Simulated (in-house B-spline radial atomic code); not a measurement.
## Ionising the hafnium ion Hf⁺ with different functionals

Computed with a radial B-spline atomic code at the basis-set limit: four-component Dirac-Coulomb Hamiltonian, Fermi nucleus of rms radius 5.347 fm, spin-restricted, spherical fractional occupations for the functionals. The ionisation energy is the difference of two self-consistent energies, [Xe] 4f14 5d1 6s2 → [Xe] 4f14 5d2, without Breit or QED terms; ε is the level of the shell that loses the electron (mean over j). The two configurations differ by more than the removed electron. The electron is taken from both j subshells in proportion to 2j + 1, so the result is a j average, not the step between ground levels.

Hybrids are left out here: with spherical fractional occupations of an open shell their exact exchange keeps a self-interaction that integer-occupation calculations don't have.

```csv
method,rung,ΔSCF (eV),-ε(6s) (eV)
LDA VWN5,LDA,15.94,12.08
relativistic LDA,LDA,15.85,12.05
LDA PW92,LDA,15.95,12.08
LDA exchange-only,LDA,?,?
PBE,GGA,15.65,11.84
PBEsol,GGA,?,?
BLYP,GGA,15.79,11.76
RPBE,GGA,15.47,11.75
PW91,GGA,15.69,11.91
BP86,GGA,15.86,12.02
AM05,GGA,15.55,11.82
OLYP,GGA,15.08,11.50
```

(1) What does LDA exchange-only give?

(2) What does PBEsol give?

(3) How do they compare with the NIST value?

Answers

(1) ΔSCF 15.17 eV, and -ε(6s) = 11.04 eV.

(2) ΔSCF 15.63 eV, and -ε(6s) = 11.89 eV.

(3) NIST lists 14.61 eV ± 0.04 (tabulated theory, ground level to ground level). Errors run from +0.47 to +1.34 eV; OLYP is closest (+0.47 eV), but part of that can be cancellation, since the calculations leave out Breit-QED terms, spin polarisation, the choice among j levels, multiplet and fine-structure energies.
